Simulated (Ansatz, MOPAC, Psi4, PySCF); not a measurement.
Molecule: fluoroethane, C$_{2}$H$_{5}$F (charge 0, singlet). SMILES: CCF
Geometry from a B3LYP-D3(BJ)/def2-TZVP (Ansatz, a first-principles code) optimisation:
```
C
H 1 1.0924
H 1 1.0924 2 108.97
F 1 1.3997 2 107.10 3 115.53
C 1 1.5091 2 111.78 3 -124.04
H 5 1.0906 1 110.73 2 -58.47
H 5 1.0906 6 108.67 1 121.82
H 5 1.0924 6 108.40 7 117.62
```
Charge 0, spin multiplicity 1.

Property: vertical ionisation energy to the doublet, in eV. Terms: open shells spin-unrestricted; 6-311+G** with 5d; dispersion terms only where a functional's name holds one; each state is the SCF solution reached for its charge and spin; non-relativistic; frozen cores in correlated levels; 6-31G* and kin with 6d, 5d where marked; PM7 with its own dispersion and hydrogen-bond terms; spin-orbit terms left out. Ab initio and DFT rows: single points at B3LYP-D3(BJ) geometries (Ansatz). Semi-empirical rows: differences of heats of formation at the shared geometry for vertical values.

| level | program | vertical ionisation energy to the doublet (eV) |
|---|---|---|
| PM3 | MOPAC | 12.08 |
| PM7 | MOPAC | 12.08 |
| HF/6-311+G** | Ansatz | 12.01 |
| PBE/6-31G* | Ansatz | 11.29 |
| PBE/6-311+G** | Ansatz | 11.61 |
| B3LYP/STO-3G | Ansatz | 9.45 |
| B3LYP/3-21G | Ansatz | 11.62 |
| B3LYP/6-31G* | Ansatz | 11.85 |
| B3LYP/6-311+G** | Ansatz | 12.14 |
| M06-2X/6-31G* (5d) | PySCF | 12.27 |
| wB97X-D/6-31G* | Psi4 | 12.02 |
| MP2/6-31G* | Ansatz | 12.95 |
| MP2/6-311+G** | Ansatz | 13.32 |
| PBE0/def2-TZVPD | Ansatz | 12.07 |
| wB97X-V/def2-TZVPD | Ansatz | 12.31 |

No value to compare with is used here. The 13 habitual levels span 9.45 (B3LYP/STO-3G) to 13.32 eV (MP2/6-311+G**); PBE0/def2-TZVPD gives 12.07.

The levels are drawn from those run, B3LYP/6-31G* more often than the rest, none by its result; left out are runs that failed, that the program found above a lower state of the same kind, or whose <S^2> lies over 0.5 above the pure value.
